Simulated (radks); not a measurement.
Species: Hg70+. Configuration: [Ne] (the NIST ground configuration).

Method: non-relativistic Kohn-Sham, LDA (Slater exchange, Perdew-Wang correlation), spin-unpolarised, spherical densities, point nucleus; relativity is left out, which matters for an element this heavy; computed with a radial shooting solver on a logarithmic mesh with Libxc functionals.

Energy parts (eV):
total: -329379.17
kinetic: 329347.82
electron-nucleus: -677220.91
Hartree: 21900.26
exchange-correlation: -3406.35

Orbitals (lengths in bohr, moments of r in powers of bohr; r(90%) holds 90 % of the orbital's charge):
\begin{tabular}{lrrrr}
orbital & occ. & eigenvalue (eV) & r(90%) & <r> \\ \hline
1s & 2 & -81337.49 & 0.0336 & 0.01892 \\
2s & 2 & -18525.87 & 0.120 & 0.07835 \\
2p & 6 & -18146.20 & 0.106 & 0.06608 \\
3s & 0 & -7912.595 & 0.261 & 0.1812 \\
3p & 0 & -7781.971 & 0.251 & 0.1702 \\
\end{tabular}

The highest occupied level is 2p at -18146.2 eV. The electron density at the nucleus is 3.583e+05 e/bohr^3. The density falls to 0.001 e/bohr^3 at r = 0.30 bohr. For comparison, the ionisation energy in NIST's Atomic Spectra Database is 18550 eV (theoretical). In exact Kohn-Sham theory the highest level is minus the ionisation energy, but local and semilocal functionals leave it too shallow, through self-interaction and a potential that decays too fast; potentials with the right tail come closer.
